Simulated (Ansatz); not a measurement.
Gas-phase electronic energies from Ansatz, PBE0-D4/def2-TZVP geometries. CCSD(T)/CBS is the MP2 limit (def2-TZVPP, def2-QZVPP) plus CCSD(T) − MP2 in def2-TZVPP, frozen cores. DFT in def2-TZVPP. HSE06 is defined as in plane-wave codes. For Ga outer-core shells are correlated without core-valence functions, which leaves a few kJ/mol of doubt a bond. Scalar relativity is left out up to krypton. One conformer a species, not always the lowest.

Reaction (formal exchange of groups at a C–C bond): `C[CH2][Al]([CH3])[Cl]` + `[SiH3][O][GaH2]` → `C[SiH2][O][GaH2]` + `[CH3][Al]([CH3])[Cl]`

```json
{"level": "PBE-D4", "ΔE (kJ/mol)": "-65.0", "difference from CCSD(T)/CBS": "0.0"}
{"level": "BLYP-D4", "ΔE (kJ/mol)": "-64.0", "difference from CCSD(T)/CBS": "1.0"}
{"level": "B97M-V", "ΔE (kJ/mol)": "-69.9", "difference from CCSD(T)/CBS": "-4.9"}
{"level": "PBE0-D4", "ΔE (kJ/mol)": "-65.3", "difference from CCSD(T)/CBS": "-0.3"}
{"level": "r2SCANh-D4", "ΔE (kJ/mol)": "-68.9", "difference from CCSD(T)/CBS": "-3.9"}
{"level": "HSE06-D4", "ΔE (kJ/mol)": "-65.2", "difference from CCSD(T)/CBS": "-0.2"}
{"level": "BHLYP-D4", "ΔE (kJ/mol)": "-64.6", "difference from CCSD(T)/CBS": "0.4"}
{"level": "revPBE", "ΔE (kJ/mol)": "-63.6", "difference from CCSD(T)/CBS": "1.4"}
{"level": "BLYP", "ΔE (kJ/mol)": "-62.8", "difference from CCSD(T)/CBS": "2.2"}
{"level": "BHLYP", "ΔE (kJ/mol)": "-63.3", "difference from CCSD(T)/CBS": "1.7"}
{"level": "CAM-B3LYP", "ΔE (kJ/mol)": "-64.0", "difference from CCSD(T)/CBS": "1.0"}
{"level": "RPA@PBE/def2-TZVPP", "ΔE (kJ/mol)": "-56.7", "difference from CCSD(T)/CBS": "8.3"}
{"level": "SCS-MP2/def2-TZVPP", "ΔE (kJ/mol)": "-60.9", "difference from CCSD(T)/CBS": "4.1"}
{"level": "CCSD/def2-TZVPP", "ΔE (kJ/mol)": "-62.6", "difference from CCSD(T)/CBS": "2.4"}
{"level": "HF/CBS(def2)", "ΔE (kJ/mol)": "-59.2", "difference from CCSD(T)/CBS": "5.8"}
{"level": "MP2/CBS(def2)", "ΔE (kJ/mol)": "-66.9", "difference from CCSD(T)/CBS": "-1.9"}
{"level": "CCSD(T)/CBS", "ΔE (kJ/mol)": "-65.0", "difference from CCSD(T)/CBS": "0"}
```

Largest T1 diagnostic among the species: 0.014.

At CCSD(T), def2-SVP lies +16.6 kJ/mol from the extrapolated value and def2-TZVPP +2.0 kJ/mol. In def2-TZVPP, CCSD(T) changes the Hartree–Fock value by −3.9 kJ/mol (the triples alone add −0.4 kJ/mol) and MP2 by −5.8 kJ/mol.

CCSD(T)/CBS has its own doubt, a few kJ/mol and more with outer-core shells, so smaller differences from it don't rank the levels.
